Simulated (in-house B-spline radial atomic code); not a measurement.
Configurations of Te³⁺, with energies counted from [Kr] 4d10 5s2 5p1. Computed with a B-spline radial code for spherical atoms: scalar-relativistic (X2C) r2SCAN0, spin-polarised, spherical fractional occupations, exact exchange averaged over the configuration, Fermi nucleus of rms radius 4.7423 fm. Shells without spins written out take the highest spin.

Occupations are held fixed; configurations that lie above the ionisation limit could autoionise.

```csv
configuration,E - E(ref) (eV),highest orbital,its <r> (bohr)
[Kr] 4d10 5s1 5p1 5d1,23.5,5d up,2.96
[Kr] 4d10 5s2 6d1,24.196,6d up,5.93
[Ar] 3d10 4s2 4p5 4d10 5s2 5p1 5f1,148.47,5f up,5.41
[Ar] 3d9 4s2 4p6 4d10 4f1 5s2 5p1,600.85,4f up,2.4
```

Problem. Order these further configurations by energy, lowest first.
A. [Kr] 4d10 5s2 5f1
B. [Kr] 4d10 4f1 5s1 5p1
C. [Kr] 4d10 5s1 5p1 5f1
D. [Kr] 4d9 5s2 5p1 6f1
E. [Ar] 3d10 4s2 4p5 4d10 4f1 5s2 5p1

Solution. A (26.039 eV), B (29.798 eV), C (35.64 eV), D (74.642 eV), E (141.7 eV).
